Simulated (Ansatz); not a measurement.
## CH3Cl3Si (methyltrichlorosilane): from total energies to a heat of formation

The species is CH3Cl3Si (8 atoms), meant as a singlet with charge 0. As SMILES, `C[Si](Cl)(Cl)Cl`. Geometry: relaxed at PBE0-D4/def2-TZVP.

```xyz
8

C    -0.7289   -0.2796    0.6861
Si    0.5689    0.1979   -0.5287
Cl    2.3604   -0.6400   -0.0336
Cl    0.0659   -0.4295   -2.4022
Cl    0.8012    2.2230   -0.5738
H    -0.8445   -1.3652    0.7008
H    -0.4483    0.0611    1.6848
H    -1.6826    0.1752    0.4108
```

Total energies at MP2/cc-pVDZ, 21 core orbitals frozen (Ansatz 0.2.0); the atoms run unrestricted:

| species | state | energy (Eh) |
| --- | --- | --- |
| CH3Cl3Si | singlet | -1707.869722 |
| C | triplet | -37.738310 |
| Si | triplet | -288.895013 |
| Cl | doublet | -459.580942 |
| H | doublet | -0.499278 |

Harmonic wavenumbers at PBE0-D4/def2-TZVP, in cm⁻¹: 153, 153, 169, 216, 217, 232, 451, 584, 584, 765, 812, 812, 1282, 1439, 1439, 3059, 3154, 3154.

Measured heats of formation of the gaseous atoms at 298.15 K, in kJ/mol: C 716.9, Si 450.0, Cl 121.3, H 218.0. Spin-orbit lowering of the atoms at 298 K (mean of the ground term's levels less their thermal mean, from spectra), in kJ/mol: C 0.02, Si 0.44, Cl 3.44. Take 1 Eh = 2625.50 kJ/mol, 1 cm⁻¹ = 0.0119627 kJ/mol, RT = 2.479 kJ/mol.

Problem. Work out the heat of formation of the gas at 298 K.

Solution. 
1. Electronic atomisation energy: (-37.738310) + (-288.895013) + 3 × (-459.580942) + 3 × (-0.499278) − (-1707.869722) = 0.995739 Eh = 2614.3 kJ/mol.
2. Zero-point energy: half the sum of the wavenumbers, 9337.5 cm⁻¹ = 111.7 kJ/mol.
3. Thermal vibrational enthalpy, Σ hcν̃/(exp(hcν̃/kT) − 1): 11.4 kJ/mol. Translation, rotation and pV of a non-linear molecule: 4 RT = 9.9 kJ/mol.
4. The 8 free atoms carry 5/2 RT each: 49.6 kJ/mol.
5. Spin-orbit coupling lowers the free atoms by 0.02 + 0.44 + 3 × 3.44 = 10.8 kJ/mol.
6. Atomisation enthalpy at 298 K: 2614.3 − 10.8 − 111.7 − 11.4 − 9.9 + 49.6 = 2520.1 kJ/mol.
7. Sum of the atoms' heats of formation: 2184.8 kJ/mol. Heat of formation: 2184.8 − 2520.1 = -335.3 kJ/mol.

No measured value is set beside it here. A double-zeta basis underbinds. Anharmonicity and any spin-orbit splitting of the molecule are left out, and so is core correlation.
